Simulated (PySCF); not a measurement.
C5H9PSi.
Cartesian coordinates in Å at the GFN2-xTB level; atoms count from 1:
```
atom  x, y, z in Å
Si1    1.891   -0.133   -0.916
C2     0.717   -0.395    0.588
C3    -0.373   -1.334    0.201
C4    -1.501   -0.955   -0.386
P5    -1.798    0.767   -0.868
C6    -0.889    1.503    0.517
C7     0.190    0.926    1.033
H8     1.117    0.459   -2.004
H9     2.972    0.754   -0.483
H10    2.424   -1.444   -1.292
H11    1.302   -0.838    1.399
H12   -0.206   -2.376    0.443
H13   -2.270   -1.668   -0.653
H14   -3.076    0.873   -0.289
H15   -1.242    2.464    0.866
H16    0.735    1.407    1.834
```

Method: TDDFT CAM-B3LYP/def2-SVPD, vertical, gas phase, core orbitals frozen in the response (PySCF 2.14.0, density-fitted response routines).

Excitation energies and transition dipoles (atomic units, axes of the coordinates) of those of the lowest 8 singlets that add 0.02 au or more to the mean polarisability:

```tsv
state	ΔE (hartree)	μx	μy	μz
S1	0.1835	0.049	0.197	0.072
S2	0.2047	0.865	-0.268	0.141
S3	0.2120	-0.738	0.266	-0.224
S4	0.2284	-0.069	-0.272	-0.101
S5	0.2436	0.437	-0.201	0.250
S7	0.2527	0.338	-0.119	0.093
```

What does each state add to αxx, αyy and αzz, and how do the sums compare with the full static tensor?

Each state adds 2 μα² / ΔE.

```csv
state,αxx (au),αyy (au),αzz (au)
S1,0.03,0.42,0.06
S2,7.32,0.70,0.19
S3,5.14,0.67,0.47
S4,0.04,0.65,0.09
S5,1.56,0.33,0.51
S7,0.90,0.11,0.07
all 8 states,15.0,2.9,1.4
full response,126.7,100.4,90.9
share (%),12,3,2
```

The rest comes from the higher roots of the same response equations.

Give the full tensor and its principal values.

In au, rows and columns x, y, z:
```
x   126.7 -10.1   8.1
y   -10.1 100.4   0.6
z     8.1   0.6  90.9
```
Principal values 88.4, 98.1 and 131.5 au; mean 106.0 au (15.71 Å³).

By how much does the contribution of these states grow at 589.3 nm?

With ω = 0.0773 hartree each state's term in the mean polarisability goes from f / ΔE² to f / (ΔE² − ω²), f = (2/3) ΔE |μ|²; the sum over all 8 states goes from 6.43 to 7.41 au, a rise of 0.98 au.

A one-level model with all 38 active electrons at a single energy would need ΔE = √(N/α) = 16.3 eV to give this α, against S1 at 4.99 eV.

One conformer stands for the species.
